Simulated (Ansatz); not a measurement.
A made-up structure of SiH3TeO (charge -1), singlet:

O1  (-1.965, 0.100, 0.162)
Si2  (-0.575, -0.082, -0.495)
Te3  (1.440, -0.655, 1.094)
H4  (-2.656, 0.132, 0.842)
H5  (0.021, 1.094, -1.230)
H6  (1.414, 0.808, 1.879)
(Å)

It is relaxed with PBE-D4/def2-SVPD and then PBE0-D4/def2-TZVPD (Ansatz 0.2.0). Atoms count as bonded within 1.22 times the sum of their covalent radii (H–H: 0.88 Å). The end point is not checked to be a true minimum.

Task: Does its bonding change? (Judge from chemistry; the calculation decides.)

Result: By the calculation: No: no bond forms or breaks.

Where it ends: The first stage lowers the energy by 1.62 eV in 20 steps. It ends as SiH₃TeO ([OH][SiH][TeH]), total charge -1:
```
6
angstrom
O -2.0487 -0.2646 0.1098
Si -0.5754 -0.3250 -0.7754
Te 1.2835 -0.5704 1.1495
H -2.0575 0.4132 0.7882
H -0.2696 1.1890 -0.8507
H 1.3462 0.9546 1.8298
```

Labels in which every atom is bracketed show which atoms are joined, not bond orders.

For scale, one of the runs: PBE0-D4/def2-TZVPD relaxation, 169 basis functions, launched by `ansatz run in.yaml --threads 2 --pin off --events-out ev --progress --plain --max-ram 4352MiB`. Hardware: 2 CPU threads of an Arm Neoverse V1, shared host. Wall time about 40 s.
